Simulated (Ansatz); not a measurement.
Geometry optimisation of [MnOF4]- (MnOF4⁻).

```yaml
crystal:
  periodic: [false, false, false]
  atoms:
    - {symbol: Mn, position_ang: [0.000218, -0.000437, 0.112736]}
    - {symbol: O, position_ang: [0.003086, -0.006575, 1.636522]}
    - {symbol: F, position_ang: [1.697627, 0.013053, -0.441850]}
    - {symbol: F, position_ang: [-0.012158, 1.701437, -0.429081]}
    - {symbol: F, position_ang: [-1.699269, -0.009590, -0.435529]}
    - {symbol: F, position_ang: [0.010495, -1.697888, -0.442788]}
basis:
  gaussian: {orbitals: def2-SVPD}
total_charge: -1
magnetization: {spin_polarized: true, initial_magnetization: 2}
hamiltonian: {xc: r2scan, dispersion: d4}
scf: {lower_state_search: "off"}
output: {orbitals: {seedname: orbitals}}
relax: {f_tol: 0.02, max_steps: 100}
```

```sh
$ ansatz run in.yaml --threads 4 --pin off --events-out ev --progress --plain --max-ram 3916MiB
```

It prints (some lines left out):

```
Functional definition: r2SCAN
mean field -44221.25292083 eV, -1625.1010705986 hartree, gradient 2.2e-6 eV, S^2 2.057068; 0 other end points of the search recorded, 0 dependent functions left out
relax step   1: F+E_penalty+E_count = -44221.28476229 eV  Δ(F+E_penalty+E_count) = +0.000e0 eV  max|allowed force component| = 4.951e0 eV/Å  Δτ_max = 0.0000 Å  (89 SCF iters, accepted)
mean field -44221.44464777 eV, -1625.1081164337 hartree, gradient 1.6e-6 eV, S^2 2.081632; 0 other end points of the search recorded, 0 dependent functions left out
relax step   2: F+E_penalty+E_count = -44221.47634797 eV  Δ(F+E_penalty+E_count) = -1.916e-1 eV  max|allowed force component| = 2.502e0 eV/Å  Δτ_max = 0.0499 Å  (66 SCF iters, accepted)
mean field -44221.54022462 eV, -1625.1116288182 hartree, gradient 2.9e-6 eV, S^2 2.180703; 0 other end points of the search recorded, 0 dependent functions left out
relax step   3: F+E_penalty+E_count = -44221.57166005 eV  Δ(F+E_penalty+E_count) = -9.531e-2 eV  max|allowed force component| = 1.270e0 eV/Å  Δτ_max = 0.1629 Å  (48 SCF iters, accepted)
mean field -44221.58715257 eV, -1625.1133533888 hartree, gradient 2.1e-6 eV, S^2 2.132690; 0 other end points of the search recorded, 0 dependent functions left out
relax step   4: F+E_penalty+E_count = -44221.61869441 eV  Δ(F+E_penalty+E_count) = -4.703e-2 eV  max|allowed force component| = 3.975e-1 eV/Å  Δτ_max = 0.0403 Å  (41 SCF iters, accepted)
mean field -44221.62319578 eV, -1625.1146779521 hartree, gradient 8.9e-6 eV, S^2 2.081899; 0 other end points of the search recorded, 0 dependent functions left out
relax step   5: F+E_penalty+E_count = -44221.65486546 eV  Δ(F+E_penalty+E_count) = -3.617e-2 eV  max|allowed force component| = 3.758e-1 eV/Å  Δτ_max = 0.1577 Å  (35 SCF iters, accepted)
mean field -44221.63148165 eV, -1625.1149824523 hartree, gradient 2.6e-6 eV, S^2 2.082188; 0 other end points of the search recorded, 0 dependent functions left out
relax step   6: F+E_penalty+E_count = -44221.66311880 eV  Δ(F+E_penalty+E_count) = -8.253e-3 eV  max|allowed force component| = 8.258e-2 eV/Å  Δτ_max = 0.0183 Å  (30 SCF iters, accepted)
mean field -44221.63041101 eV, -1625.1149431071 hartree, gradient 4.7e-6 eV, S^2 2.075079; 0 other end points of the search recorded, 0 dependent functions left out
relax step   7: F+E_penalty+E_count = -44221.66206323 eV  Δ(F+E_penalty+E_count) = +1.056e-3 eV  max|allowed force component| = 4.780e-2 eV/Å  Δτ_max = 0.0371 Å  (30 SCF iters, rejected (line search))
mean field -44221.63231775 eV, -1625.1150131782 hartree, gradient 1.8e-6 eV, S^2 2.078158; 0 other end points of the search recorded, 0 dependent functions left out
relax step   8: F+E_penalty+E_count = -44221.66396411 eV  Δ(F+E_penalty+E_count) = -8.453e-4 eV  max|allowed force component| = 2.037e-2 eV/Å  Δτ_max = 0.0073 Å  (33 SCF iters, accepted)
mean field -44221.63235103 eV, -1625.1150144015 hartree, gradient 2.7e-6 eV, S^2 2.078377; 0 other end points of the search recorded, 0 dependent functions left out
relax step   9: F+E_penalty+E_count = -44221.66399443 eV  Δ(F+E_penalty+E_count) = -3.032e-5 eV  max|allowed force component| = 4.598e-3 eV/Å  Δτ_max = 0.0026 Å  (22 SCF iters, accepted)
Total energy: -44221.66401431 eV, -1625.1161780056 hartree
Atom 0 at     0.000037    -0.000079     0.019647 Å, force    -0.000003     0.000019    -0.002897 eV/Å
Atom 1 at     0.003023    -0.006436     1.601624 Å, force     0.000000    -0.000003     0.000523 eV/Å
Atom 2 at     1.627434     0.014203    -0.633140 Å, force    -0.000089    -0.004598     0.001019 eV/Å
Atom 3 at    -0.011933     1.798243    -0.173274 Å, force    -0.004148    -0.001601     0.000152 eV/Å
Atom 4 at    -1.629814    -0.009138    -0.627085 Å, force     0.000093     0.004582     0.001056 eV/Å
Atom 5 at     0.011252    -1.796793    -0.187762 Å, force     0.004147     0.001600     0.000147 eV/Å
Dipole moment:     0.000031    -0.000066     0.016390 e Å
Checks for a lower state left out: stability, starts, cluster_reference, orbital_swaps, neighbouring_geometries, increment
```

Hardware: 4 threads of Arm Neoverse V1 on a shared host. Wall time 82 s.
